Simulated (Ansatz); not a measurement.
A nudged elastic band was laid between two geometries of H2OSZn (5 atoms, charge 0, multiplicity 1).

Theory: RKS PBE/def2-TZVP (Ansatz).

* movable images: 5
* climbing image: yes
* spring: 5.0 eV/Å²
* optimiser: quadratic models (default)
* start path: IDPP
* force threshold: 0.03 eV/Å
* iteration limit: 60
* end points: relaxed

Image 0:

```xyz
5
Properties=species:S:1:pos:R:3
O -1.330 -1.344 -0.193
Zn -0.243 0.076 -0.125
S 1.032 1.812 -0.204
H -1.569 -1.677 0.688
H 2.159 1.059 -0.207
```

Image 6:

```xyz
5
Properties=species:S:1:pos:R:3
O -1.163 -0.858 1.220
Zn -0.219 0.148 0.081
S 0.915 1.483 -1.175
H -1.550 -1.643 0.799
H 2.066 0.798 -0.967
```

Q: Which bonds break or form, and what moves?

A: No bond is made or broken.  The two ends are copies of one structure, up to a mirror image or an exchange of like atoms.

Q: Give the energies along the band, and the barrier.

A: The run converged. The highest image is number 3 of 0 to 6, 0.6 kcal/mol above the ends, which have the same energy within 2 meV. A vibrational analysis at the climbing image gives one clearly imaginary mode, 165i cm⁻¹: a first-order saddle point.

| image | path coordinate (Å) | energy (kcal/mol) |
| --- | --- | --- |
| 0 | 0.00 | 0.0 |
| 1 | 0.26 | 0.1 |
| 2 | 0.51 | 0.5 |
| 3 | 0.77 | 0.6 |
| 4 | 1.02 | 0.5 |
| 5 | 1.28 | 0.2 |
| 6 | 1.53 | 0.0 |

Q: What is the geometry of the highest image?

A: 
```xyz
5
Properties=species:S:1:pos:R:3
O -1.596 -0.901 0.584
Zn -0.312 0.159 -0.071
S 1.073 1.581 -0.921
H -1.257 -1.721 0.979
H 2.142 0.808 -0.611
```

Q: What are the harmonic wavenumbers there?

A: 165i, 128, 140, 377, 644, 657, 768, 2611, 3736 cm⁻¹.

Time of the run: 62 s on 2 threads of Arm Neoverse V1, with other jobs on the host, peak memory 0.16 GiB.
